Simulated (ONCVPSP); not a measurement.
## W (Z = 74), ONCV: configuration errors across variants

ONCVPSP 4.0.1 input, shortened (lines: element, Z, core and valence counts, functional; n l f; lmax; l rc ep ncon nbas qcut; lloc lpopt rc5 dvloc0; l nproj debl; icmod fcfact rcfact), LDA (Perdew-Wang 92), non-relativistic:

```
  W 74.00    9    5  -001012      upf
    1    0    2.00
    2    0    2.00
    2    1    6.00
    3    0    2.00
    3    1    6.00
    3    2   10.00
    4    0    2.00
    4    1    6.00
    4    2   10.00
    4    3   14.00
    5    0    2.00
    5    1    6.00
    5    2    4.50
    6    0    1.50
    3
    0    1.70    0.00    4    7    6.90
    1    2.00    0.00    4    8    6.50
    2    2.40    0.00    5    9    7.60
    3    0.90    0.00    4    9   17.20
    4    5    0.70    3.00
    0    2    1.30
    1    1    3.10
    2    2    3.20
    3    2    0.80
    1    0.55    0.00
```

In the f channel the program set the typed energies aside and used -1.498, 0.250 Ha.

All-electron excitation energies from the reference (eV): (1) 4f14 5s2 5p6 5d4 6s2 0.389; (2) 4f14 5s2 5p6 5d4 6s1 8.285; (3) 4f14 5s2 5p6 5d4 6s0 22.493; (4) 4f14 5s2 5p5 5d4 6s2 47.135.

2 further variants failed, have other tests or too few solved ones, and are left out.

A true bound ghost makes a file unfit for plane-wave use even where its test errors are small: the radial tests pick states by their node count and pass the ghost by.

Errors AE − PS in meV (a dash: test not solved or not reliable):

```csv
change,(1),(2),(3),(4),bound ghosts,GHOST(+) flags above zero
base,-0.2,+0.1,-0.2,-39,"s, p",d
"all radii but the core radius scaled by about 0.90 (s 1.54, p 1.80, d 2.16, f 0.82 bohr); local potential polynomial inside 0.64 bohr (lpopt 5, dvloc0 3 Ha)",-0.2,+0.1,0.0,-22,"s, p","s, d"
"all radii but the core radius scaled by about 0.95 (s 1.60, p 1.90, d 2.28, f 0.86 bohr); local potential polynomial inside 0.66 bohr (lpopt 5, dvloc0 3 Ha)",-0.2,+0.1,0.0,-30,"s, p",d
"all radii but the core radius scaled by about 1.03 (s 1.76, p 2.06, d 2.48, f 0.94 bohr); local potential polynomial inside 0.72 bohr (lpopt 5, dvloc0 3 Ha)",-0.2,+0.1,-0.3,-45,"s, p",none
"all radii but the core radius scaled by about 1.08 (s 1.84, p 2.16, d 2.58, f 0.96 bohr); local potential polynomial inside 0.76 bohr (lpopt 5, dvloc0 3 Ha)",0.0,+0.2,-0.7,-64,"s, p",none
"all radii but the core radius scaled by about 1.15 (s 1.94, p 2.30, d 2.76, f 1.04 bohr); local potential polynomial inside 0.80 bohr (lpopt 5, dvloc0 3 Ha)",+0.3,-0.1,-3.7,-156,"s, p",d
"all radii but the core radius scaled by about 1.21 (s 2.06, p 2.42, d 2.90, f 1.10 bohr); local potential polynomial inside 0.84 bohr (lpopt 5, dvloc0 3 Ha)",+1.3,+1.4,+1.2,-2.0,"s, p",d
"all radii but the core radius scaled by about 1.33 (s 2.26, p 2.64, d 3.18, f 1.20 bohr); local potential polynomial inside 0.92 bohr (lpopt 5, dvloc0 3 Ha)",+1.5,+2.6,+3.5,-16,s,d
```

(1) Give the same row for: all radii but the core radius scaled by about 1.27 (s 2.16, p 2.54, d 3.04, f 1.14 bohr); local potential polynomial inside 0.88 bohr (lpopt 5, dvloc0 3 Ha).

Answers

(1) +1.8, +1.7, +0.5, -29; bound ghosts: s, p; GHOST(+) flags above zero: none.
